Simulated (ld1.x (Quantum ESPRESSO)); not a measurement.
# An all-electron radial function and its pseudo partner (Be (Z = 4))

Columns: radius, all-electron u(r) and pseudo u(r) of the 2s shell (level -13.65 eV) of beryllium in the configuration [He] 2s1 2p0; LDA (PZ), scalar-relativistic, PAW scheme, ld1.x (Quantum ESPRESSO) 7.5.

| r (bohr) | all-electron | pseudo |
| --- | --- | --- |
| 0.118 | 0.2489 | -0.0340 |
| 0.235 | 0.2925 | -0.0700 |
| 0.353 | 0.2341 | -0.1105 |
| 0.470 | 0.1288 | -0.1562 |
| 0.588 | 0.0049 | -0.2082 |
| 0.705 | -0.1191 | -0.2653 |
| 0.822 | -0.2351 | -0.3267 |
| 0.940 | -0.3397 | -0.3907 |
| 1.058 | -0.4296 | -0.4541 |
| 1.175 | -0.5041 | -0.5136 |
| 1.292 | -0.5643 | -0.5668 |
| 1.410 | -0.6114 | -0.6116 |
| 1.528 | -0.6459 | -0.6459 |
| 1.645 | -0.6690 | -0.6690 |
| 1.763 | -0.6822 | -0.6822 |
| 1.880 | -0.6867 | -0.6867 |
| 1.998 | -0.6839 | -0.6839 |
| 2.115 | -0.6748 | -0.6748 |
| 2.232 | -0.6607 | -0.6607 |
| 2.350 | -0.6422 | -0.6422 |
| 2.468 | -0.6204 | -0.6204 |
| 2.585 | -0.5964 | -0.5964 |
| 2.702 | -0.5705 | -0.5705 |
| 2.820 | -0.5432 | -0.5432 |
| 2.938 | -0.5151 | -0.5151 |
| 3.055 | -0.4870 | -0.4870 |

Question: How many radial nodes do the two functions have?

Answer: The all-electron 2s function has n − l − 1 = 1; the pseudo-wave has 0, since the states of the same l below it are removed with the core.

Question: At about which radius was the pseudo-wave matched?

Answer: 1.50 bohr, where the columns begin to agree (steps of 0.12 bohr).

Question: Is the pseudo-wave norm-conserving?

Answer: No, it belongs to a PAW set: the norm inside the radius is not constrained, and the difference is carried by the augmentation charge.
